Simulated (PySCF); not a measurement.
# C₆ coefficients of unlike pairs at PBE0

Calculated with PySCF 2.14 from the dipole response of each species, C₆(A,B) = (3/π) ∫ α_A(iu) α_B(iu) du, in atomic units, from isotropic polarisabilities. For ions this is the dispersion term alone; charge-induced terms of lower order in 1/R come first.

```
species      configuration                                    basis      relativity  α (bohr³)  C₆ (like pair)
   Al²⁺      [Ne] 3s1 (2S)                def2-QZVPPD (10s6p5d2f1g)            none      14.17           38.64
     P⁺  [Ne] 3s2 3p2 (3P)                def2-QZVPPD (10s6p5d2f1g)            none      14.33           73.85
     Pd     [Kr] 4d10 (1S)  aug-cc-pVDZ-PP with ECP28MDF (5s5p4d2f)  core potential      21.88           125.0
    Al⁺      [Ne] 3s2 (1S)                 aug-cc-pV(D+d)Z (5s4p3d)            none      24.68           125.9
```

Problem. Estimate C₆ for Al⁺ with Pd.

Solution. The integral gives 118.5. The combination rule 2 C_A C_B / (C_A α_B/α_A + C_B α_A/α_B) gives 124.6 and the geometric mean 125.4.

No spin-orbit coupling is included.

The other pairs:

| pair | C₆ |
| --- | --- |
| Al⁺, Al²⁺ | 69.66 |
| Pd, P⁺ | 93.88 |
| P⁺, Al²⁺ | 51.19 |
| Pd, Al²⁺ | 65.90 |
| Al⁺, P⁺ | 92.90 |
